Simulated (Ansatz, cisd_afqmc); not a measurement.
System: SiN, charge 0, doublet. SiN (SMILES N#[Si], doublet).
B3LYP-D3(BJ)/def2-TZVP minimum from Ansatz (a quantum-chemistry and plane-wave program):
```
Si
N 1 1.5675
```
Charge 0, spin multiplicity 2.

Atomisation energy term by term, kcal/mol (programs: Ansatz, cisd_afqmc). Open shells are spin-unrestricted; no spin-orbit coupling. Cores are frozen in correlated methods. Rows without X2C or -DK are non-relativistic. AFQMC is phaseless with a CISD trial state; ± is one standard error, without the phaseless bias. Outlying blocks are dropped, and bars are widened where a walk drifts. Over all cases where full CI ran beside it in this data, AFQMC minus full CI had a median of +0.1 mEh and passed +0.4 mEh in a tenth of the cases. CBS(X,Y): correlation extrapolated as X^-3, Hartree-Fock from the larger set (Q,5: extrapolated as (X+1)exp(-9√X)). A bracket is a step between two methods taken in the basis named. 'core' is core correlation in cc-pwCVTZ (1s frozen past Ne), 'X2C' scalar relativity in cc-pVTZ-DK, both at CCSD(T). The UHF reference of NSi (N#[Si], doublet) is spin-contaminated (<S^2> up to 0.45 over the pure value in the sets run).

| term | basis | kcal/mol |
|---|---|---|
| Hartree-Fock | CBS(cc-pV(Q+d)Z,cc-pV(5+d)Z) | 31.03 |
| CCSD correlation | CBS(cc-pV(Q+d)Z,cc-pV(5+d)Z) | 66.34 |
| (T) | CBS(cc-pV(Q+d)Z,cc-pV(5+d)Z) | 8.89 |
| CCSDT(Q) - CCSD(T) | cc-pV(Q+d)Z | 2.71 |
| CCSDTQ - CCSDT(Q) | cc-pV(D+d)Z | -0.31 |
| core correlation | cc-pwCVTZ | 0.81 |
| scalar relativity | X2C, cc-pVTZ-DK | -0.18 |
| sum: De |  | 109.3 |

The step beyond CCSD(T) by other levels: CCSDTQ in cc-pV(D+d)Z 2.78; AFQMC/CISD in cc-pV(D+d)Z 0.19 ± 0.25; CCSDT(Q) in cc-pV(D+d)Z 3.09; CCSDT(Q) in cc-pV(T+d)Z 2.77 kcal/mol.
